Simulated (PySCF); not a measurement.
Isomers of C2H7NOSi, mass 89.030 u with the commonest isotopes. Computed with PySCF 2.14.0, PBE0-D3(BJ)/def2-SVP geometry optimisation, gas phase. One conformer each, none proved a minimum here; rigid rotors.

**Question.** Order these by out-of-plane moment Σ m c² = (Ia + Ib − Ic)/2, smallest first.
A. `[CH3:1][C:2](=[O:3])[SiH2:4][NH2:5]` with C1–C2–Si4–N5 -6°, C2–Si4–N5–H -81° and 128°
B. `[CH3:1][C:2](=[O:3])[NH:4][SiH3:5]` with C1–C2–N4–Si5 -179°
C. `[CH3:1]/[CH:2]=[N:3]\[SiH2:4][OH:5]` with C2–N3–Si4–O5 -137°, N3–Si4–O5–H -40°

**Answer.** B (4.62 u·Å²), A (5.93 u·Å²), C (13.05 u·Å²).

**Question.** Order these by rotational constant A, smallest first.
A. `[CH3:1][C:2](=[O:3])[NH:4][SiH3:5]` with C1–C2–N4–Si5 -179°
B. `[CH3:1]/[CH:2]=[N:3]\[SiH2:4][OH:5]` with C2–N3–Si4–O5 -137°, N3–Si4–O5–H -40°
C. `[CH3:1][C:2](=[O:3])[SiH2:4][NH2:5]` with C1–C2–Si4–N5 -6°, C2–Si4–N5–H -81° and 128°

**Answer.** C (6591 MHz), A (9789 MHz), B (11048 MHz).

**Question.** Order these by rotational constant B, smallest first.
A. `[CH3:1][C:2](=[O:3])[NH:4][SiH3:5]` with C1–C2–N4–Si5 -179°
B. `[CH3:1][C:2](=[O:3])[SiH2:4][NH2:5]` with C1–C2–Si4–N5 -6°, C2–Si4–N5–H -81° and 128°
C. `[CH3:1]/[CH:2]=[N:3]\[SiH2:4][OH:5]` with C2–N3–Si4–O5 -137°, N3–Si4–O5–H -40°

**Answer.** C (1971 MHz), A (2404 MHz), B (2635 MHz).

```csv
SMILES,point group,Ia (u·Å²),Ib (u·Å²),Ic (u·Å²),κ,μa (D),μb (D),μc (D)
C/C=N\[SiH2]O,C1,45.74,256.38,276.03,-0.97,2.33,0.37,0.15
CC(=O)[SiH2]N,–,76.67,191.82,256.63,-0.71,2.88,2.49,0.17
CC(=O)N[SiH3],near Cs,51.63,210.20,252.59,-0.90,0.65,3.44,0.02
```
